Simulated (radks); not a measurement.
The tellurium anion Te2-, [Xe], held by a Watson sphere: a shell of charge +2 at radius R that stands for the Madelung well of a crystal (potential energy -2/R inside, -2/r outside, in hartree with lengths in bohr). Calculated with a radial shooting solver on a logarithmic mesh with Libxc functionals: scalar-relativistic Kohn-Sham, LDA (Slater exchange, VWN5 correlation), spin-polarised, spherical densities, finite nucleus; Fermi nuclear charge, rms radius of each element as measured or else 0.836 A^(1/3) + 0.57 fm. Response by self-consistent Sternheimer equations with the Hartree and adiabatic LDA kernel, the relativistic mass of each level held fixed and spin-orbit coupling left out. The sphere does not respond.

R (bohr)  e(4d) (eV)  e(5s) (eV)  e(5p) (eV)  <r> 5p (bohr)  sum of <r^2> (bohr^2)  X-ray form factor at sin(theta)/lambda = 0.3 1/angstrom  alpha (bohr^3)
2.57         -40.815     -16.228      -7.315          2.644                  77.62                                                   35.916           44.29
3.29         -39.758     -14.725      -6.275          2.824                  85.35                                                   35.990           61.84
3.49         -39.538     -14.372      -5.982          2.870                  87.42                                                   36.006           67.95
4.57         -38.499     -12.842      -4.545          3.082                  97.79                                                   36.048           111.2
4.87         -38.243     -12.508      -4.201          3.130                  100.5                                                   36.052           126.6
5.11         -38.047     -12.262      -3.945          3.167                  102.5                                                   36.054           140.3
5.12         -38.039     -12.252      -3.934          3.169                  102.6                                                   36.055           140.9
5.23         -37.953     -12.145      -3.822          3.185                  103.6                                                   36.055           147.6
